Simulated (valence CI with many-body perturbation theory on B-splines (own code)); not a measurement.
## Hf LII: E2, M1 decay

Computed by configuration interaction combined with many-body perturbation theory (CI+MBPT): three valence electrons over a frozen Dirac-Fock core [Ar], a basis of 9 s, 9 p, 10 d, 8 f, 5 g, 3 h, 1 i functions for each j, with the one-electron correlation potential Σ1 (screened to all orders), the two-electron term Σ2, the three-electron term Σ3, Breit, model QED; selected single and double excitations, second order for the rest (own B-spline code, finite nucleus).

No measured spectrum was set against this ion. As an estimate, large intervals hold to a few tenths of a per cent, small ones and those within an open d or f shell to about a per cent. The list stops below the first excitations out of the core. Only levels of the ground parity were solved; by the run's estimate the other parity begins above the list, which can be wrong where configurations are misplaced.

Lines 1 to 50 of 53 in falling wavelength, among levels below 1802300 cm⁻¹, chosen from the decays that carry over 1 % of a level's rate. Wavelengths and rates use the calculated energies. Electric multipoles are in the length gauge, E1 and E2 with the static RPA response of the core. S is in atomic units (e²a₀⁴ for E2 and M2, e²a₀⁶ for E3), for M1 in squared Bohr magnetons. Weak lines are less certain than strong ones. Lines between different terms over intervals too small for the method are left out, as are lines whose strength nearly cancels. The highest levels of a list are the least certain.

Levels are named by their leading jj configuration (3d3/2^4 stands for four electrons in 3d with j = 3/2), which in mixed levels can hold well under half, so a name can repeat and another be missing. Letters in brackets count levels of one name in rising energy.

| λ vac (Å) | Upper | Lower | Type | A (s⁻¹) | S (a.u.) |
| --- | --- | --- | --- | --- | --- |
| 1281 | (3d3/2^2 3d5/2) J=7/2 | (3d3/2^2 3d5/2) J=5/2 [a] | M1 | 5.94e+03 | 3.70e+00 |
| 1274 | (3d3/2^2 3d5/2) J=9/2 | (3d3/2^2 3d5/2) J=5/2 [a] | E2 | 4.89e-04 | 1.47e-05 |
| 543.3 | (3d3/2 3d5/2^2) J=7/2 [b] | (3d3/2 3d5/2^2) J=7/2 [a] | M1 | 1.42e+04 | 6.73e-01 |
| 518.9 | (3d3/2^2 3d5/2) J=5/2 [b] | (3d3/2^2 3d5/2) J=7/2 | M1 | 8.01e+03 | 2.49e-01 |
| 452.5 | (3d3/2^2 3d5/2) J=5/2 [b] | (3d3/2^2 3d5/2) J=3/2 | M1 | 3.31e+04 | 6.82e-01 |
| 418.3 | (3d3/2 3d5/2^2) J=3/2 [b] | (3d3/2 3d5/2^2) J=1/2 | M1 | 2.84e+04 | 3.08e-01 |
| 381.8 | (3d3/2 3d5/2^2) J=3/2 [b] | (3d3/2 3d5/2^2) J=3/2 [a] | M1 | 4.55e+04 | 3.75e-01 |
| 369.3 | (3d3/2^2 3d5/2) J=5/2 [b] | (3d3/2^2 3d5/2) J=5/2 [a] | M1 | 1.11e+04 | 1.25e-01 |
| 300.8 | (3d3/2 3d5/2^2) J=3/2 [a] | (3d3/2^2 3d5/2) J=5/2 [b] | M1 | 7.65e+04 | 3.08e-01 |
| 299.0 | (3d5/2^3) J=3/2 | (3d3/2 3d5/2^2) J=3/2 [b] | M1 | 1.32e+05 | 5.23e-01 |
| 270.7 | (3d3/2 3d5/2^2) J=5/2 [a] | (3d3/2^2 3d5/2) J=5/2 [b] | M1 | 4.27e+05 | 1.88e+00 |
| 241.8 | (3d5/2^3) J=5/2 | (3d3/2 3d5/2^2) J=3/2 [b] | M1 | 2.73e+05 | 8.58e-01 |
| 229.8 | (3d3/2 3d5/2^2) J=5/2 [b] | (3d3/2^2 3d5/2) J=5/2 [b] | M1 | 7.69e+05 | 2.08e+00 |
| 227.0 | (3d3/2 3d5/2^2) J=7/2 [b] | (3d3/2^2 3d5/2) J=5/2 [b] | M1 | 1.66e+05 | 5.75e-01 |
| 222.6 | (3d3/2 3d5/2^2) J=7/2 [a] | (3d3/2^2 3d5/2) J=7/2 | M1 | 8.08e+05 | 2.64e+00 |
| 221.4 | (3d5/2^3) J=9/2 | (3d3/2 3d5/2^2) J=11/2 | M1 | 1.76e+05 | 7.07e-01 |
| 218.0 | (3d3/2^2 3d5/2) J=5/2 [a] | (3d3/2^3) J=3/2 | M1 | 2.29e+06 | 5.28e+00 |
| 206.6 | (3d3/2 3d5/2^2) J=9/2 | (3d3/2^2 3d5/2) J=9/2 | M1 | 1.55e+06 | 5.06e+00 |
| 206.4 | (3d3/2 3d5/2^2) J=9/2 | (3d3/2^2 3d5/2) J=7/2 | M1 | 8.86e+05 | 2.89e+00 |
| 202.5 | (3d5/2^3) J=3/2 | (3d3/2 3d5/2^2) J=5/2 [b] | M1 | 1.16e+05 | 1.43e-01 |
| 196.7 | (3d3/2^2 3d5/2) J=3/2 | (3d3/2^3) J=3/2 | M1 | 1.86e+06 | 2.09e+00 |
| 195.3 | (3d3/2 3d5/2^2) J=3/2 [a] | (3d3/2^2 3d5/2) J=1/2 | M1 | 5.17e+05 | 5.71e-01 |
| 190.0 | (3d5/2^3) J=9/2 | (3d3/2 3d5/2^2) J=9/2 | M1 | 1.97e+06 | 5.02e+00 |
| 189.6 | (3d3/2 3d5/2^2) J=7/2 [a] | (3d3/2^2 3d5/2) J=5/2 [a] | M1 | 3.33e+06 | 6.74e+00 |
| 187.0 | (3d3/2 3d5/2^2) J=1/2 | (3d3/2^2 3d5/2) J=1/2 | M1 | 3.00e+06 | 1.45e+00 |
| 186.3 | (3d3/2^2 3d5/2) J=7/2 | (3d3/2^3) J=3/2 | E2 | 2.43e+02 | 3.90e-04 |
| 181.8 | (3d3/2^2 3d5/2) J=1/2 | (3d3/2^3) J=3/2 | M1 | 6.92e+05 | 3.08e-01 |
| 180.7 | (3d3/2 3d5/2^2) J=3/2 [a] | (3d3/2^2 3d5/2) J=3/2 | M1 | 2.98e+06 | 2.61e+00 |
| 179.0 | (3d3/2 3d5/2^2) J=11/2 | (3d3/2^2 3d5/2) J=9/2 | M1 | 9.70e+05 | 2.47e+00 |
| 178.8 | (3d5/2^3) J=3/2 | (3d3/2 3d5/2^2) J=5/2 [a] | M1 | 1.76e+06 | 1.49e+00 |
| 178.1 | (3d5/2^3) J=9/2 | (3d3/2 3d5/2^2) J=7/2 [a] | M1 | 2.73e+06 | 5.72e+00 |
| 177.9 | (3d3/2 3d5/2^2) J=5/2 [a] | (3d3/2^2 3d5/2) J=7/2 | M1 | 1.46e+05 | 1.83e-01 |
| 176.2 | (3d5/2^3) J=5/2 | (3d3/2 3d5/2^2) J=7/2 [b] | M1 | 6.41e+05 | 7.81e-01 |
| 174.5 | (3d5/2^3) J=5/2 | (3d3/2 3d5/2^2) J=5/2 [b] | M1 | 1.12e+06 | 1.33e+00 |
| 174.4 | (3d5/2^3) J=3/2 | (3d3/2 3d5/2^2) J=1/2 | M1 | 1.24e+06 | 9.75e-01 |
| 173.5 | (3d3/2 3d5/2^2) J=1/2 | (3d3/2^2 3d5/2) J=3/2 | M1 | 1.83e+05 | 7.08e-02 |
| 169.4 | (3d3/2 3d5/2^2) J=5/2 [a] | (3d3/2^2 3d5/2) J=3/2 | M1 | 1.68e+06 | 1.82e+00 |
| 168.2 | (3d3/2 3d5/2^2) J=3/2 [b] | (3d3/2^2 3d5/2) J=5/2 [b] | M1 | 1.66e+06 | 1.17e+00 |
| 167.7 | (3d5/2^3) J=3/2 | (3d3/2 3d5/2^2) J=3/2 [a] | M1 | 1.90e+06 | 1.33e+00 |
| 165.8 | (3d3/2 3d5/2^2) J=3/2 [a] | (3d3/2^2 3d5/2) J=5/2 [a] | M1 | 1.37e+06 | 9.25e-01 |
| 159.3 | (3d3/2 3d5/2^2) J=5/2 [b] | (3d3/2^2 3d5/2) J=7/2 | M1 | 7.66e+05 | 6.89e-01 |
| 158.0 | (3d3/2 3d5/2^2) J=7/2 [b] | (3d3/2^2 3d5/2) J=9/2 | M1 | 4.66e+05 | 5.45e-01 |
| 157.9 | (3d3/2 3d5/2^2) J=7/2 [b] | (3d3/2^2 3d5/2) J=7/2 | M1 | 5.12e+05 | 5.98e-01 |
| 156.6 | (3d5/2^3) J=5/2 | (3d3/2 3d5/2^2) J=5/2 [a] | M1 | 1.43e+06 | 1.22e+00 |
| 156.2 | (3d3/2 3d5/2^2) J=5/2 [a] | (3d3/2^2 3d5/2) J=5/2 [a] | M1 | 2.95e+05 | 2.50e-01 |
| 148.0 | (3d5/2^3) J=5/2 | (3d3/2 3d5/2^2) J=3/2 [a] | M1 | 1.86e+06 | 1.34e+00 |
| 141.7 | (3d3/2 3d5/2^2) J=5/2 [b] | (3d3/2^2 3d5/2) J=5/2 [a] | M1 | 5.35e+04 | 3.38e-02 |
| 140.6 | (3d3/2 3d5/2^2) J=7/2 [b] | (3d3/2^2 3d5/2) J=5/2 [a] | M1 | 1.15e+05 | 9.49e-02 |
| 137.1 | (3d3/2^2 3d5/2) J=5/2 [b] | (3d3/2^3) J=3/2 | M1 | 1.96e+05 | 1.13e-01 |
| 133.1 | (3d5/2^3) J=5/2 | (3d3/2 3d5/2^2) J=7/2 [a] | M1 | 9.72e+05 | 5.09e-01 |
